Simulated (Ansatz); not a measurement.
```xyz
11

O     1.792   -0.969    0.306
Si    0.244   -0.994   -0.294
C    -0.261    0.746    0.190
O     0.652    1.514    0.838
C    -1.470    1.233   -0.082
Cl   -2.619    0.244   -0.906
H     2.354   -1.739    0.228
H     0.238   -1.213   -1.761
H    -0.573   -2.041    0.368
H     1.457    0.992    0.942
H    -1.815    2.226    0.172
```

Total charge 0; spin multiplicity 1.

Task: List the B3LYP/def2-TZVPP orbital energies in eV (Ansatz 0.2.0). (Estimate.)

Result: Ansatz gave: Occupied: -2762.78, -1799.73, -521.38, -521.15, -278.30, -278.03, -257.49, -196.57, -196.35, -196.34, -144.18, -99.55, -99.48, -99.47, -29.07, -27.97, -23.89, -20.10, -16.64, -15.70, -14.40, -13.12, -12.60, -11.67, -11.51, -10.57, -10.41, -9.69, -9.10, -8.87, -8.62, -6.32. Lowest empty: -0.45, -0.41, 0.58, 1.15, 1.61, 1.79, 2.34, 2.43.

B3LYP here is the variant with VWN-RPA as its local correlation; programs differ in this.
